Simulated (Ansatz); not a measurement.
Consider the cleavage of the Si–Si bond: `N[SiH2][SiH2][SiH3]` + `OCF` → `FCO[SiH2][SiH3]` + `N[SiH3]`.

Computed with Ansatz on PBE0-D4/def2-TZVP structures; ΔE is electronic, products minus reactants. CBS: MP2 limit from def2 TZ/QZ plus the TZ coupled-cluster correction, frozen cores. This one scheme is used for every species. DFT in def2-TZVPP. Each species was taken in one conformer, which may not be the lowest.

| level | ΔE (kcal/mol) |
| --- | --- |
| ωB97X-V | -16.8 |
| B2PLYP | -18.0 |
| HF/def2-QZVPP | -22.6 |
| HF/CBS(def2) | -22.7 |

Q: What does CCSD(T)/CBS give? (Best estimate.)

A: The calculation gave: -16.7 kcal/mol. The listed levels differ from it by -0.1, -1.3, -5.9, -6.0 kcal/mol.

Largest T1 diagnostic among the species: 0.013.

From PBE to PBE0 (25 % exact exchange), in def2-TZVPP and without D4, ΔE moves by −1.3 kcal/mol. In def2-TZVPP, CCSD(T) changes the Hartree–Fock value by +5.3 kcal/mol (the triples alone add +0.7 kcal/mol) and MP2 by +3.9 kcal/mol.
